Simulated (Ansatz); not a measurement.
Compare A (`CBO[SiH2][SiH3]`) with its isomer B (`[SiH3]BOC[SiH3]`).

Calculated with Ansatz (gas phase, PBE0-D4/def2-TZVP geometries, no zero-point term in ΔE). CBS: MP2 limit from def2 TZ/QZ plus the TZ coupled-cluster correction, frozen cores. Functionals use def2-TZVPP. B3LYP here is the variant with VWN-RPA as its local correlation; programs differ in this. One conformer a species, not always the lowest.

A:

```xyz
14

C     1.043    1.618    0.767
B     1.783    0.298    0.365
O     1.260   -0.635   -0.468
Si   -0.167   -0.756   -1.306
Si   -1.959   -1.202    0.137
H     0.082    1.788    0.276
H     1.688    2.482    0.573
H     0.878    1.620    1.851
H     2.875    0.053    0.807
H    -0.426    0.495   -2.072
H     0.010   -1.867   -2.275
H    -2.143   -0.083    1.101
H    -1.716   -2.454    0.902
H    -3.208   -1.358   -0.658
```

B:

Z-matrix (Å, degrees):
```
Si
B 1 2.024
H 1 1.488 2 113.3
H 1 1.491 2 110.0 3 -121.5
H 1 1.492 2 109.7 3 121.2
O 2 1.339 1 119.3 3 -3.2
H 2 1.209 1 121.4 3 177.0
C 6 1.426 2 123.9 1 -179.7
Si 8 1.900 6 118.8 2 -2.3
H 8 1.095 6 107.4 2 121.2
H 8 1.095 6 107.2 2 -125.3
H 9 1.484 8 112.4 6 -61.2
H 9 1.489 8 103.5 6 -178.6
H 9 1.484 8 112.8 6 64.0
```

Task: Which is lower in electronic energy at CCSD(T)/CBS, and by how much? (An estimate is asked.)

Result: Ansatz gave: A, by 52.5 kcal/mol.

Task: Give E(B) − E(A) in kcal/mol with CCSD/def2-TZVPP, B3LYP, r2SCAN-D4, MP2/def2-TZVPP, B3LYP-D4, PBE0-D4, B2PLYP. (Best estimate.)

Result: Ansatz gave: CCSD/def2-TZVPP 52.3, B3LYP 51.3, r2SCAN-D4 52.7, MP2/def2-TZVPP 53.7, B3LYP-D4 51.8, PBE0-D4 51.3, B2PLYP 52.3. None reverses the order clearly.

Largest T1 diagnostic: 0.015.

From PBE to PBE0 (25 % exact exchange), in def2-TZVPP and without D4, E(B) − E(A) moves by +2.2 kcal/mol. In def2-TZVPP, CCSD(T) changes the Hartree–Fock value by −3.9 kcal/mol (the triples alone add −0.8 kcal/mol) and MP2 by −1.7 kcal/mol.
